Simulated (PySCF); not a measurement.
**Ionisation energy of Ba by level of theory**

Ba [Xe] 6s2 (1S) → Ba⁺ [Xe] 6s1 (2S), as a difference of total energies. Computed with PySCF 2.14 in def2-TZVPP with the def2 core potential (46 electrons), with a scalar-relativistic core potential. Correlated levels: valence and next inner shell: nothing frozen outside the core potential. The calculations carry no spin-orbit coupling.

| method | ionisation energy (eV) |
| --- | --- |
| UHF | 4.262 |
| MP2 (valence and next inner shell) | 4.910 |
| SCS-MP2 (valence and next inner shell) | 4.934 |
| CCSD (valence and next inner shell) | 4.952 |
| CCSD(T) (valence and next inner shell) | 4.998 |

Task: How much does correlation contribute at CCSD(T) (valence and next inner shell)?

Result: 4.998 − (4.262) = 0.736 eV, measured against UHF.

Errors of the correlated levels include the incompleteness of this basis.

For comparison: 5.212 eV (measured; NIST Atomic Spectra Database, ionization energies).
